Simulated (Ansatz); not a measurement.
`[SiH3][SiH2]S` + `BN` → `BN[SiH2][SiH3]` + H₂S at 500 K and 1 bar (ligand exchange at the Si–S bond).

Computed with Ansatz on PBE0-D4/def2-TZVP structures; ΔE is electronic, products minus reactants. CCSD(T)/CBS is the MP2 limit (def2-TZVPP, def2-QZVPP) plus CCSD(T) − MP2 in def2-TZVPP, frozen cores. This one scheme is used for every species. Each species was taken in one conformer, which may not be the lowest.

| species | CCSD(T)/CBS energy (Eh) | H − E (kJ/mol) | S (J/(mol·K)) |
| --- | --- | --- | --- |
| `[SiH3][SiH2]S` | -979.55409 | 178.3 | 399.4 |
| `BN` | -81.93499 | 148.8 | 257.4 |
| `BN[SiH2][SiH3]` | -662.50812 | 262.4 | 428.5 |
| H₂S | -398.97279 | 57.0 | 224.0 |

H − E and S are ideal-gas, rigid-rotor, harmonic terms from PBE0-D4/def2-TZVP, for one conformer and one mirror image of each species. 1 Eh = 2625.50 kJ/mol, R = 8.31446 J/(mol·K).

Question: By hand: ΔE, ΔH, ΔS and ΔG.

Answer: ΔE = (-662.50812) + (-398.97279) − (-979.55409) − (-81.93499) = 0.00817 Eh = 21.5 kJ/mol. Δ(H − E) = 262.4 + 57.0 − 178.3 − 148.8 = -7.7, so ΔH = 13.8 kJ/mol. ΔS = 428.5 + 224.0 − 399.4 − 257.4 = -4.3 J/(mol·K). ΔG = 13.8 − 500 × (-4.3)/1000 = 16.0 kJ/mol.

Question: By hand: the equilibrium constant, and the temperature at which ΔG would vanish if ΔH and ΔS stayed fixed.

Answer: log₁₀ K = −ΔG/(RT ln 10) = -1.7. ΔH and −TΔS have one sign here, so there is no such temperature. One of them is within its doubt of zero, so this could turn.

The number of gas molecules stays the same, so ΔS is small and ΔH decides. A doubt of 5 kJ/mol in ΔE shifts log₁₀ K by 0.5 here. Other conformers and mirror images would add mixing entropy, several J/(mol·K) or more a flexible species. Modes under 60 cm⁻¹, often nearly free rotors, make the harmonic entropy too high. These are equilibria of isolated gas molecules and say nothing of rates. Largest T1 diagnostic: 0.013 (customary marks: 0.02 for closed shells, 0.045 for open ones).
